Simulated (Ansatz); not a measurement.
Abridged output of a molecular run in Ansatz:

```
Functional definition: HF
1149 factors; integrals over basis functions are off by at most 7.6e-4 eV
mean field evaluation 1: about -13341.8148 eV, gradient 4.2e1 eV
mean field evaluation 2: about -13341.9947 eV, gradient 4.3e1 eV
mean field evaluation 4: about -13345.3593 eV, gradient 3.0e0 eV
mean field evaluation 8: about -13345.4083 eV, gradient 2.5e-1 eV
mean field -13345.40839519 eV, -490.4347126807 hartree, gradient 2.4e-6 eV, S^2 0.000000; 0 other end points of the search recorded, 0 dependent functions left out
8 core orbitals not correlated: weight in the atoms' cores, before any rotation towards them, 1.000 or more for the frozen orbitals, at most 0.000 for the correlated occupied ones
reference -13345.40839519 eV, -490.4347126807 hartree; 12, 12 occupied and 171, 171 virtual orbitals, 1149 factors
second order -19.21312655 eV of doubles, -0.00000000 eV of singles
cycle   1  -19.49609042 eV  change   -2.8e-1 eV  update   9.5e-2
cycle   2  -19.94639355 eV  change   -4.5e-1 eV  update   2.8e-2
cycle   3  -20.05963131 eV  change   -1.1e-1 eV  update   1.5e-2
cycle   4  -20.04755930 eV  change    1.2e-2 eV  update   3.5e-3
cycle   5  -20.04551030 eV  change    2.0e-3 eV  update   2.0e-3
cycle   6  -20.04670543 eV  change   -1.2e-3 eV  update   7.1e-4
cycle   7  -20.04659109 eV  change    1.1e-4 eV  update   3.1e-4
cycle   8  -20.04645650 eV  change    1.3e-4 eV  update   1.1e-4
cycle   9  -20.04649822 eV  change   -4.2e-5 eV  update   4.3e-5
cycle  10  -20.04651552 eV  change   -1.7e-5 eV  update   1.8e-5
perturbative correction -0.62130224 eV, -0.0228324360 hartree
Total energy: -13366.07621295 eV, -491.1942409740 hartree
```

Its atoms:

Cartesian coordinates in Å:
```
B -0.185 1.350 0.208
Si 0.078 -0.508 -0.529
O -0.335 -1.648 0.575
F 1.640 -0.604 -0.892
H -0.782 2.211 -0.367
H 0.268 1.626 1.282
H -0.672 -0.884 -1.748
H -0.012 -1.542 1.471
```

Q: Which basis set was used?
A. def2-QZVPP
B. def2-TZVPP
C. cc-pV(D+d)Z
D. def2-SVPD

A: B. It gives 191 functions.

Q: Write the keys of the input that set method, charge and spin (a neutral closed shell needs none for the last two).

A: 
```yaml
correlation: {method: ccsd_t}
```
